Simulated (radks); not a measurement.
Values are calculated unless marked as measured or tabulated.
Zn II, 29 electrons, occupied as [Ar] 3d8 4s2 4p1 (not the ground configuration). Level of theory: scalar-relativistic Kohn-Sham, r2SCAN, spin-polarised, spherical densities, finite nucleus; open shells are filled with parallel spins first; meta-GGA in the generalised Kohn-Sham scheme; Fermi nuclear charge, rms radius 3.9283 fm (a radial shooting solver on a logarithmic mesh with Libxc functionals).

Unscreened Slater integrals over Kohn-Sham orbitals (hartree). They are taken over the spin-up orbitals.

F0(4p,4p): 0.34743
F2(4p,4p): 0.18276
F0(4p,4s): 0.37802
G1(4p,4s): 0.24866
F0(4p,3d): 0.45062
F2(4p,3d): 0.090050
G1(4p,3d): 0.033312
G3(4p,3d): 0.028798
F0(4p,3p): 0.45469
F2(4p,3p): 0.078175
G0(4p,3p): 0.018562
G2(4p,3p): 0.021232
F0(4s,4s): 0.42025
F0(4s,3d): 0.53460
G2(4s,3d): 0.051636
F0(4s,3p): 0.54108
G1(4s,3p): 0.032431
F0(3d,3d): 1.1725
F2(3d,3d): 0.54948
F4(3d,3d): 0.34331
F0(3d,3p): 1.2268
F2(3d,3p): 0.58450
G1(3d,3p): 0.71734
G3(3d,3p): 0.43916
F0(3p,3p): 1.2958
F2(3p,3p): 0.64940

Derived for the open shells (J is the average intra-shell exchange parameter used in DFT+U). 3d: Racah B = F2/49 - 5 F4/441 = 0.007321 hartree, C = 35 F4/441 = 0.02725 hartree, C/B = 3.72, F4/F2 = 0.625, J = (F2 + F4)/14 = 0.06377 hartree. 4p: J = F2/5 = 0.03655 hartree.
